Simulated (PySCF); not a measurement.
**Polarisability and C₆ of O- (oxygen, charge -1)**

[He] 2s2 2p5, 2P determinant. All numbers are calculated (PySCF 2.14, the spin-free X2C one-electron Hamiltonian (Gaussian nucleus), in aug-cc-pCVTZ-DK with one added diffuse shell each of s, p, d, f type (8s7p5d3f, 75 functions)). Coupled (time-dependent) response in atomic units; α is the mean over directions.

| method | mean α (bohr³) | α xx, yy, zz | C₆ (like pair) | S(−4) |
| --- | --- | --- | --- | --- |
| UHF | 20.06 | 13.07, 23.55, 23.55 | 90.37 | 552.3 |
| CAM-B3LYP | 33.42 | 18.40, 40.93, 40.93 | 162.1 | 2450 |

S(−4) is the Cauchy moment in α(ω) = α(0) + S(−4) ω² + …

α(iu) at UHF:

```json
{"u (hartree)": "0", "α(iu) (bohr³)": "20.06"}
{"u (hartree)": "0.0500", "α(iu) (bohr³)": "18.86"}
{"u (hartree)": "0.100", "α(iu) (bohr³)": "16.55"}
{"u (hartree)": "0.200", "α(iu) (bohr³)": "12.54"}
{"u (hartree)": "0.300", "α(iu) (bohr³)": "9.713"}
{"u (hartree)": "0.500", "α(iu) (bohr³)": "6.282"}
{"u (hartree)": "0.750", "α(iu) (bohr³)": "4.092"}
{"u (hartree)": "1.00", "α(iu) (bohr³)": "2.899"}
{"u (hartree)": "1.50", "α(iu) (bohr³)": "1.684"}
{"u (hartree)": "2.00", "α(iu) (bohr³)": "1.103"}
{"u (hartree)": "3.00", "α(iu) (bohr³)": "0.5801"}
{"u (hartree)": "5.00", "α(iu) (bohr³)": "0.2420"}
```

A single London oscillator, α(iu) = α/(1 + u²/ω²), gives C₆ = (3/4) ω α². Matching the computed C₆ needs ω = 4 × 90.37 / (3 × 20.06²) = 0.299 hartree.

For an ion, C₆ is the dispersion term alone; charge-induced terms of lower order in 1/R come first.

The components differ because the open shell of this determinant is not spherical; for a pure term their mean is the scalar polarisability.
